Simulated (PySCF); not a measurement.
# Radial density of Ca³⁺ (calcium, charge +3)

M06-L, [Ne] 3s2 3p5, 2P determinant. All numbers are calculated (PySCF 2.14, the non-relativistic Hamiltonian (point nucleus), in pcseg-2 (6s4p3d, 33 functions)).

```tsv
r (bohr)	4πr²ρ (e/bohr)	4πr²(ρα − ρβ)
0.00151	0.1436	0.0000
0.00254	0.3902	0.0000
0.00427	1.030	0.0001
0.00718	2.593	0.0002
0.0121	6.031	0.0006
0.0203	12.29	0.0018
0.0342	20.11	0.0069
0.0575	23.33	0.0296
0.0967	18.43	0.1071
0.163	19.05	0.2380
0.274	24.26	0.1768
0.460	11.39	0.0186
0.774	6.277	0.7400
1.30	5.544	0.7969
2.19	0.6690	0.0925
3.68	0.002948	0.0000
6.20	2.640e-05	0.0000
```
